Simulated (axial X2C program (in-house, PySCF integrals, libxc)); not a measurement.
# Spin–orbit effects down a group: molecules with Tc (ions), MP2

All values come from calculations with an axial X2C code built on PySCF integrals, spin-free (one-electron X2C) or two-component (2c: spin–orbit coupling with atomic mean-field Coulomb and Gaunt terms, which also bring small scalar terms), in Dyall basis sets with cores contracted in-house; open shells are unrestricted.

Basis sets: Br dyall-cv3z, Cl dyall-av3z, F dyall-av3z, Tc dyall-cv3z. Frozen shells (counts by l): TcF⁺ Tc 4s3p1d, F 1s, 13 electrons correlated; TcCl⁺ Tc 4s3p1d, Cl 2s1p, 13 electrons correlated; TcBr⁺ Tc 4s3p1d, Br 3s2p1d, 13 electrons correlated. Where the outer core of a metal is frozen, bonds come out longer and ionisation energies lower.

```json
{"molecule": "TcF⁺", "spin-free state": "M_S = 5/2, Λ = 0", "Re (Å)": "1.866", "ωe (cm⁻¹)": "660.5", "De (eV)": "4.13", "2c state": "Ω = 5/2", "Re 2c (Å)": "1.866", "ωe 2c (cm⁻¹)": "660.4", "De 2c (eV)": "4.13"}
{"molecule": "TcCl⁺", "spin-free state": "M_S = 5/2, Λ = 0", "Re (Å)": "2.211", "ωe (cm⁻¹)": "428.5", "De (eV)": "3.16", "2c state": "Ω = 5/2", "Re 2c (Å)": "2.211", "ωe 2c (cm⁻¹)": "428.3", "De 2c (eV)": "3.12"}
{"molecule": "TcBr⁺", "spin-free state": "M_S = 5/2, Λ = 0", "Re (Å)": "2.340", "ωe (cm⁻¹)": "312.2", "De (eV)": "2.76", "2c state": "Ω = 5/2", "Re 2c (Å)": "2.341", "ωe 2c (cm⁻¹)": "311.5", "De 2c (eV)": "2.62"}
```

(1) Work out the shifts from the spin-free to the two-component result.

Fragments in 2c: Tc+ + F, Tc+ + Cl, Tc+ + Br. Each entry is the lowest single determinant of a limited PBE0 search at one distance. De goes to single-determinant-based atoms at the same level (for ions the charge split of lowest energy) and is withheld (n/a) where an atom does not fit its ground term or J level. Main or longest-lived isotopes. One determinant is a doubtful description, or other states lie close, for TcF⁺, TcCl⁺, TcBr⁺; these need not be ground states, and all values refer to the states named. With several unpaired electrons the Ω given is that of one determinant, not necessarily of the lowest component.

## Answers

(1) 

```json
{"molecule": "TcF⁺", "2c state": "Ω = 5/2", "ΔRe (Å)": "0.000", "Δωe (cm⁻¹)": "-0.1", "ΔDe (eV)": "0.00"}
{"molecule": "TcCl⁺", "2c state": "Ω = 5/2", "ΔRe (Å)": "0.000", "Δωe (cm⁻¹)": "-0.2", "ΔDe (eV)": "-0.04"}
{"molecule": "TcBr⁺", "2c state": "Ω = 5/2", "ΔRe (Å)": "0.001", "Δωe (cm⁻¹)": "-0.7", "ΔDe (eV)": "-0.14"}
```

Shifts of one unit in the last digit are rounding.
